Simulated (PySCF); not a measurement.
Species: ethyl vinyl sulfone, C4H8O2S.
SMILES with atom numbers: `[CH2:1]=[CH:2][S:3](=[O:4])(=[O:5])[CH2:6][CH3:7]` (hydrogens: H8, H9 on C1; H10 on C2; H11, H12 on C6; H13, H14, H15 on C7)

Computed geometry: GFN2-xTB, gas phase.

Problem. List the bond lengths, angles and torsions at this level.

Solution. 
```csv
bond,length (Å)
C1=C2,1.313
C2–S3,1.801
"S3=O4, S3=O5",1.438
S3–C6,1.826
C6–C7,1.511
C1–H8,1.078
C1–H9,1.078
C2–H10,1.075
"C6–H11, C6–H12",1.087
"C7–H13, C7–H14, C7–H15",1.088
```

Bonds in one row agree within 0.01 Å and their mean is given. A selection of angles:
```csv
angle,degrees
C2–C1–H8,123.2
C2–C1–H9,119.3
H8–C1–H9,117.5
C1–C2–S3,119.6
C1–C2–H10,126.0
S3–C2–H10,114.4
C2–S3–O4,108.6
C2–S3–O5,108.0
C2–S3–C6,104.3
O4–S3–O5,118.2
O4–S3–C6,108.2
O5–S3–C6,108.6
S3–C6–C7,109.3
S3–C6–H11,105.3
C7–C6–H11,112.1
C7–C6–H12,113.5
H11–C6–H12,109.8
C6–C7–H13,111.0
C6–C7–H15,109.0
H13–C7–H14,108.4
H13–C7–H15,108.7
```

Dihedral angles: C1–C2–S3–O4 18° (synperiplanar); C2–S3–C6–C7 -59° (synclinal). The mirror-image conformer, all signs reversed, is as good.

The 2 C–C bonds span 1.313 Å (C1=C2, drawn double) to 1.511 Å (C6–C7, drawn single), a spread of 0.198 Å. The C–S distances run from 1.801 Å (C2–S3, drawn single) to 1.826 Å (S3–C6, drawn single), a spread of 0.025 Å. Of the pairs four or more bonds apart, O4···H9 is among the closest relative to their van der Waals radii: 2.51 Å, 92 % of the sum of Bondi's values. S3 (sulfonyl sulfur) is distorted tetrahedral (angles from 104.3° to 118.2°).

Point group: C1 (no symmetry element, even within 0.4 Å). No GFN2-xTB frequencies stand behind this structure, so it isn't proved a minimum. One conformer, not necessarily the lowest.
